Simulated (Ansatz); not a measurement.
Input file for Ansatz (a program for electronic structure): U-B3LYP/aug-cc-pVTZ on BeFHO (SMILES [OH][Be][F]), a point of a bond scan (R = 1.431 Å).

Ansatz 0.2 input:
```yaml
crystal:
  periodic: [false, false, false]
  atoms:
    - {symbol: Be, position_ang: [0.02934244, 0.01481768, -0.02556009]}
    - {symbol: F, position_ang: [0.98280109, 0.52800817, -0.89505489]}
    - {symbol: O, position_ang: [-0.99864586, -0.46736623, 0.82454057]}
    - {symbol: H, position_ang: [-0.96079606, -1.37493844, 1.92984444]}
basis:
  gaussian:
    orbitals: aug-cc-pVTZ
hamiltonian:
  xc: {name: B3LYP}
magnetization: {spin_polarized: true, initial_magnetization: 0}
```

Output:

```
WARN ansatz: RAYON_NUM_THREADS=1 ignored (pool sized by the plan → 1); use --threads N
Functional definition: B3LYP
integrals: 0.04 GiB planned
675 factors; their error is unknown
mean field: 0.64 GiB planned
mean field evaluation 1: about -5176.0327 eV, gradient 5.3e1 eV
mean field evaluation 2: about -5125.2034 eV, gradient 1.2e2 eV
mean field evaluation 4: about -5185.0287 eV, gradient 1.3e1 eV
mean field evaluation 8: about -5185.4713 eV, gradient 6.3e-2 eV
mean field evaluation 16: about -5185.4417 eV, gradient 5.8e-6 eV
mean field -5185.44173017 eV, -190.5614687653 hartree, gradient 6.0e-6 eV, S^2 0.000000; 0 other end points of the search recorded, 0 dependent functions left out
reference -5185.44196539 eV, -190.5614774091 hartree; 11, 11 occupied and 150, 150 virtual orbitals, 675 factors
Total energy: -5185.44196539 eV, -190.5614774091 hartree
```

The calculation finished and met its thresholds.

Cost: about 5 core-seconds (a rough figure).
